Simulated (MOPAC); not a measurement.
Input file for MOPAC: PM6 on H4 (a complex), monomers drawn apart or pushed together.

```
PM6 1SCF PRECISE CHARGE=0 THREADS=1
H4

H      0.01918998 1     0.21921854 1    -0.28211616 1
H      0.18702023 1    -0.10958982 1    -0.92801742 1
H     -0.36827521 1     0.15851545 1     5.35268068 1
H     -0.12191878 1    -0.41912012 1     4.95374135 1
```

Program output:

```
*******************************************************************************
 **                                                                           **
 **                              MOPAC v23.2.5                                **
 **                                                                           **
 *******************************************************************************
 ** MOPAC's Digital Object Identifier: https://doi.org/10.5281/zenodo.6511958 **
 **                                                                           **
 ** Please cite the open-source release paper for use of this MOPAC version:  **
 ** J. E. Moussa and J. J. P. Stewart (2026)                                  **
 ** MOPAC: An open-source semiempirical molecular orbital program             **
 ** J. Open Source Softw., 11(119), 8025, https://doi.org/10.21105/joss.08025 **
 *******************************************************************************

                              PM6 CALCULATION RESULTS

 *******************************************************************************
 *  PM6        - The PM6 Hamiltonian to be used
 *
 *
 *
 *                 CHARGE ON SYSTEM = 0
 *
 *
 *
 *  PRECISE    - TIGHTER CRITERIA TO BE USED
 *  1SCF       - DO 1 SCF AND THEN STOP
 *  THREADS=1  - MULTI-THREADING NOT USED
 *  T=         - A TIME OF 172800.0 SECONDS REQUESTED
 *  DUMP=N     - RESTART FILE WRITTEN EVERY 7200.0 SECONDS REQUESTED
 *******************************************************************************
PM6 1SCF PRECISE CHARGE=0 THREADS=1
 H4

   ATOM   CHEMICAL          X               Y               Z
  NUMBER   SYMBOL      (ANGSTROMS)     (ANGSTROMS)     (ANGSTROMS)

     1       H          0.01918998  *   0.21921854  *  -0.28211616  *
     2       H          0.18702023  *  -0.10958982  *  -0.92801742  *
     3       H         -0.36827521  *   0.15851545  *   5.35268068  *
     4       H         -0.12191878  *  -0.41912012  *   4.95374135  *



          CARTESIAN COORDINATES

    NO.       ATOM           X           Y           Z

     1         H          0.0192      0.2192     -0.2821
     2         H          0.1870     -0.1096     -0.9280
     3         H         -0.3683      0.1585      5.3527
     4         H         -0.1219     -0.4191      4.9537

 General Reference for PM6:
 "Optimization of Parameters for Semiempirical Methods V: Modification of NDDO Approximations
 and Application to 70 Elements", J. J. P. Stewart, J. Mol. Mod., 13, 1173-1213 (2007)
 URL: https://link.springer.com/article/10.1007/s00894-007-0233-4

           Empirical Formula: H4  =     4 atoms



      MOLECULAR POINT GROUP   :   C2h


      RHF CALCULATION, NO. OF DOUBLY OCCUPIED LEVELS = 2


 -------------------------------------------------------------------------------
 PM6 1SCF PRECISE CHARGE=0 THREADS=1
 H4



     1SCF WAS SPECIFIED, SO BFGS WAS NOT USED
     SCF FIELD WAS ACHIEVED


                              PM6 CALCULATION
                                                       MOPAC v23.2.5 Linux




          FINAL HEAT OF FORMATION =        -50.97616 KCAL/MOL =    -213.28426 KJ/MOL


          COSMO AREA              =         54.46 SQUARE ANGSTROMS
          COSMO VOLUME            =         25.98 CUBIC ANGSTROMS

          IONIZATION POTENTIAL    =         15.205507 EV
          HOMO LUMO ENERGIES (EV) =        -15.206  7.162
          NO. OF FILLED LEVELS    =          2
          MOLECULAR WEIGHT        =          4.0316         POINT GROUP:  C2h

          MOLECULAR DIMENSIONS (Angstroms)

            Atom       Atom       Distance
            H     3    H     2     6.31090
            H     1    H     4     0.91767
            H     4    H     2     0.00164


          SCF CALCULATIONS        =          1





   ATOM   CHEMICAL          X               Y               Z
  NUMBER   SYMBOL      (ANGSTROMS)     (ANGSTROMS)     (ANGSTROMS)

     1       H          0.01918998  *   0.21921854  *  -0.28211616  *
     2       H          0.18702023  *  -0.10958982  *  -0.92801742  *
     3       H         -0.36827521  *   0.15851545  *   5.35268068  *
     4       H         -0.12191878  *  -0.41912012  *   4.95374135  *

                             CARTESIAN COORDINATES

   1    H        0.019189980     0.219218540    -0.282116160
   2    H        0.187020230    -0.109589820    -0.928017420
   3    H       -0.368275210     0.158515450     5.352680680
   4    H       -0.121918780    -0.419120120     4.953741350


           Empirical Formula: H4  =     4 atoms



      MOLECULAR POINT GROUP   :   C2h


                  EIGENVALUES
 -15.20886 -15.20551   7.16159   7.16232


              NET ATOMIC CHARGES AND DIPOLE CONTRIBUTIONS

  ATOM NO.   TYPE          CHARGE      No. of ELECS.   s-Pop
    1          H           0.000000        1.0000     1.00000
    2          H          -0.000000        1.0000     1.00000
    3          H          -0.000000        1.0000     1.00000
    4          H           0.000000        1.0000     1.00000
 DIPOLE           X         Y         Z       TOTAL
 POINT-CHG.    -0.000    -0.000     0.000     0.000
 HYBRID         0.000     0.000     0.000     0.000
 SUM           -0.000    -0.000     0.000     0.000


          ATOMIC ORBITAL ELECTRON POPULATIONS

     Atom    s
    1  H   1.00000
    2  H   1.00000
    3  H   1.00000
    4  H   1.00000

 **********************
 *                    *
 * JOB ENDED NORMALLY *
 *                    *
 **********************




 == MOPAC DONE ==
```

The run finished.

Cost: around 0.03 core-seconds (rough).
